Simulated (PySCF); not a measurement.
# Running PySCF for ZnB

File input.py (PySCF 2.14):

```python
from pyscf import gto, dft

mol = gto.M(
    atom='Zn 0 0 0; B 0 0 2.005',
    basis='jorge-dzp',
    charge=0,
    spin=1,
    verbose=4,
)
mf = dft.UKS(mol, xc='scan')
field = 0.05  # electric field along z, atomic units
h = mf.get_hcore() + field*mol.intor('int1e_r')[2]
mf.get_hcore = lambda *args: h
e_nuc = mol.energy_nuc() - field*mol.atom_charges() @ mol.atom_coords()[:, 2]
mf.energy_nuc = lambda *args: e_nuc
mf.kernel()
mf.analyze()
print('orbital energies (hartree):', [e[max(0, n-3):n+3].round(4) for e, n in zip(mf.mo_energy, mol.nelec)])
```

```bash
$ python input.py
```

The log (some set-up lines and the per-cycle HOMO/LUMO lines with their warnings removed):

```
PySCF version 2.14.0

[INPUT] verbose = 4
[INPUT] num. atoms = 2
[INPUT] num. electrons = 35
[INPUT] charge = 0
[INPUT] spin (= nelec alpha-beta = 2S) = 1
[INPUT] symmetry False subgroup None
[INPUT] Mole.unit = angstrom
[INPUT] Symbol           X                Y                Z      unit          X                Y                Z       unit  Magmom
[INPUT]  1 Zn     0.000000000000   0.000000000000   0.000000000000 AA    0.000000000000   0.000000000000   0.000000000000 Bohr   0.0
[INPUT]  2 B      0.000000000000   0.000000000000   2.005000000000 AA    0.000000000000   0.000000000000   3.788900879753 Bohr   0.0

nuclear repulsion = 39.589317525187
number of shells = 24
number of NR pGTOs = 112
number of NR cGTOs = 58
basis = jorge-dzp
ecp = {}

******** <class 'pyscf.dft.uks.UKS'> ********
method = UKS
initial guess = minao
damping factor = 0
level_shift factor = 0
DIIS = <class 'pyscf.scf.diis.CDIIS'>
diis_start_cycle = 1
diis_space = 8
diis_damp = 0
SCF conv_tol = 1e-09
SCF conv_tol_grad = None
SCF max_cycles = 50
direct_scf = True
direct_scf_tol = 1e-13
number electrons alpha = 18  beta = 17
XC library pyscf.dft.libxc version 7.0.0
    S. Lehtola, C. Steigemann, M. J.T. Oliveira, and M. A.L. Marques.,  SoftwareX 7, 1–5 (2018)
XC functionals = scan
    J. Sun, A. Ruzsinszky, and J. P. Perdew.,  Phys. Rev. Lett. 115, 036402 (2015)
    J. Sun, A. Ruzsinszky, and J. P. Perdew.,  Phys. Rev. Lett. 115, 036402 (2015)
radial grids:
    Treutler-Ahlrichs [JCP 102, 346 (1995); DOI:10.1063/1.469408] (M4) radial grids

becke partition: Becke, JCP 88, 2547 (1988); DOI:10.1063/1.454033
pruning grids: <function nwchem_prune>
grids dens level: 3
symmetrized grids: False
atomic radii adjust function: <function treutler_atomic_radii_adjust>
small_rho_cutoff = 0
Set gradient conv threshold to 3.16228e-05
tot grids = 34688
init E= -1802.93415186498

cycle= 1 E= -1803.84209274161  delta_E= -0.908  |g|= 1.05  |ddm|= 1.75
cycle= 2 E= -1802.91354063822  delta_E= 0.929  |g|= 1.16  |ddm|= 2.29
cycle= 3 E= -1803.85852450595  delta_E= -0.945  |g|= 0.442  |ddm|= 2.27
cycle= 4 E= -1804.02582169929  delta_E= -0.167  |g|= 0.418  |ddm|= 1.53
cycle= 5 E= -1804.14140408839  delta_E= -0.116  |g|= 0.0552  |ddm|= 0.652
cycle= 6 E= -1804.14306625357  delta_E= -0.00166  |g|= 0.0202  |ddm|= 0.128
cycle= 7 E= -1804.14379414711  delta_E= -0.000728  |g|= 0.00873  |ddm|= 0.0626
cycle= 8 E= -1804.14399644454  delta_E= -0.000202  |g|= 0.00784  |ddm|= 0.0377
cycle= 9 E= -1804.14425913021  delta_E= -0.000263  |g|= 0.00446  |ddm|= 0.048
cycle= 10 E= -1804.14449701886  delta_E= -0.000238  |g|= 0.00317  |ddm|= 0.0714
cycle= 11 E= -1804.14461330533  delta_E= -0.000116  |g|= 0.00257  |ddm|= 0.0497
cycle= 12 E= -1804.1446471666  delta_E= -3.39e-05  |g|= 0.00165  |ddm|= 0.0214
cycle= 13 E= -1804.14465891495  delta_E= -1.17e-05  |g|= 0.00156  |ddm|= 0.0469
cycle= 14 E= -1804.14466634159  delta_E= -7.43e-06  |g|= 0.000679  |ddm|= 0.0177
cycle= 15 E= -1804.14466676428  delta_E= -4.23e-07  |g|= 0.000266  |ddm|= 0.00322
cycle= 16 E= -1804.14466670516  delta_E= 5.91e-08  |g|= 0.000302  |ddm|= 0.00644
cycle= 17 E= -1804.14466700364  delta_E= -2.98e-07  |g|= 5.49e-05  |ddm|= 0.00383
cycle= 18 E= -1804.14466701428  delta_E= -1.06e-08  |g|= 2.33e-05  |ddm|= 0.00048
cycle= 19 E= -1804.14466701597  delta_E= -1.69e-09  |g|= 6.51e-06  |ddm|= 0.000287
cycle= 20 E= -1804.14466701615  delta_E= -1.84e-10  |g|= 2.71e-06  |ddm|= 5.94e-05
Extra cycle  E= -1804.14466701616  delta_E= -8.87e-12  |g|= 4.53e-06  |ddm|= 2.2e-05
converged SCF energy = -1804.14466701616  <S^2> = 0.89388691  2S+1 = 2.139053
**** SCF Summaries ****
Total Energy =                       -1804.144667016162202
Nuclear Repulsion Energy =              38.642092305248802
One-electron Energy =                -2592.526136621036130
Two-electron Energy =                  749.739377299625176
Two-electron Coulomb Energy =          824.874603676338552
DFT Exchange-Correlation Energy =      -75.135226376713433
**** MO energy ****
                             alpha | beta                alpha | beta
[7 lines left out]
MO #8   energy= -3.13229357547415  | -3.13251951720613  occ= 1 | 1
MO #9   energy= -3.13202486159572  | -3.13234692948384  occ= 1 | 1
MO #10  energy= -3.12882746270287  | -3.12830994064228  occ= 1 | 1
MO #11  energy= -0.42431892222119  | -0.422458520389232 occ= 1 | 1
MO #12  energy= -0.399432254571932 | -0.399342112828564 occ= 1 | 1
MO #13  energy= -0.397658101853818 | -0.394763641129839 occ= 1 | 1
MO #14  energy= -0.394058545067517 | -0.392515228903909 occ= 1 | 1
MO #15  energy= -0.394052421555477 | -0.392433233447028 occ= 1 | 1
MO #16  energy= -0.346130463788573 | -0.316546540462542 occ= 1 | 1
MO #17  energy= -0.207510067730541 | -0.190729726221483 occ= 1 | 1
MO #18  energy= -0.128590699978633 | -0.0791641773320279 occ= 1 | 0
MO #19  energy= -0.106042376470342 | -0.054548151186751 occ= 0 | 0
MO #20  energy= -0.0944632830016677 | -0.0534336452020075 occ= 0 | 0
MO #21  energy= -0.0179425768387384 | 0.0179793339837118 occ= 0 | 0
[37 lines left out]

To work with the spin densities directly, `use mulliken_meta_spin()` only printing them here.

 ** Mulliken spin pop alpha/beta on meta-lowdin orthogonal AOs **
 ** Mulliken Spin Density (per AO)  **
 ** Mulliken Spin Density (per atom)  **
spin density of  0 Zn =      0.00307
spin density of  1 B =      0.99693
 ** Mulliken pop alpha/beta on meta-lowdin orthogonal AOs **
 ** Mulliken pop       alpha | beta **
pop of  0 Zn 1s        0.99962 | 0.99962
pop of  0 Zn 2s        0.99944 | 0.99943
pop of  0 Zn 3s        0.99957 | 0.99956
pop of  0 Zn 4s        0.81699 | 0.82723
pop of  0 Zn 5s        0.00910 | 0.03101
pop of  0 Zn 6s        0.00108 | 0.00238
pop of  0 Zn 7s        0.00016 | 0.00017
pop of  0 Zn 8s        0.00062 | 0.00064
pop of  0 Zn 2px       0.99994 | 0.99993
pop of  0 Zn 2py       0.99994 | 0.99993
pop of  0 Zn 2pz       0.99993 | 0.99993
pop of  0 Zn 3px       0.99997 | 0.99997
[46 lines left out]
In total            18.00000 | 17.00000
 ** Mulliken atomic charges   ( Nelec_alpha | Nelec_beta ) **
charge of  0Zn =     -0.02604  (    15.01455     15.01149 )
charge of  1B =      0.02604  (     2.98545      1.98851 )
Dipole moment(X, Y, Z, Debye): -0.00000, -0.00000, 11.44548
orbital energies (hartree): [array([-0.3461, -0.2075, -0.1286, -0.106 , -0.0945, -0.0179]), array([-0.3924, -0.3165, -0.1907, -0.0792, -0.0545, -0.0534])]
```

In short: E(SCF) = -1804.144667 Eh, ⟨S²⟩ = 0.894, μz(SCF) = 11.45 D.

Wall time 12 s on one thread of a shared host.

The bond length is a typed value, not an optimised one. No search for the lowest solution was made.
